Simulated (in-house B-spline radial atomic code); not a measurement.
## Ge V (Ge4+): [He] 2s2 (2p1/2)1 (2p3/2)3 3s2 3p6 3d10 4s2 (with a hole in an inner shell)

Method: Dirac-Hartree-Fock, average of the jj configuration, Fermi nucleus of rms radius 4.0742 fm. Calculated with an all-electron radial atomic-structure program (B-spline basis).

Z_r = [3n² - l(l+1)]/(2<r>); Z_e = n√(-2ε); the last column is Slater's effective charge. Values are occupation-weighted means over j.

| shell | electrons | ε (eV) | <r> (bohr) | Z_r | Z_e | Slater |
| --- | --- | --- | --- | --- | --- | --- |
| 1s | 2 | -11442 | 0.04689 | 31.99 | 29.00 | 31.70 |
| 2s | 2 | -1606.1 | 0.2055 | 29.20 | 21.73 | 28.55 |
| 2p | 4 | -1447.6 | 0.1807 | 27.67 | 20.63 | 28.55 |
| 3s | 2 | -285.32 | 0.5929 | 22.77 | 13.74 | 22.45 |
| 3p | 6 | -225.22 | 0.6038 | 20.70 | 12.21 | 22.45 |
| 3d | 10 | -125.07 | 0.616 | 17.04 | 9.10 | 12.85 |
| 4s | 2 | -63.815 | 1.671 | 14.37 | 8.66 | 8.35 |

The least bound orbital is 4s1/2 at -63.82 eV, and it is also the most diffuse (<r> = 1.671 bohr). The part-filled 2p shell lies below the filled 4s shell in orbital energy.

For the 1s electron the small component carries 1.34 % of the norm, the zero-frequency Breit interaction raises the level by 15.24 eV, self-energy by 8.404 eV, and vacuum polarisation lowers it by 0.8104 eV.
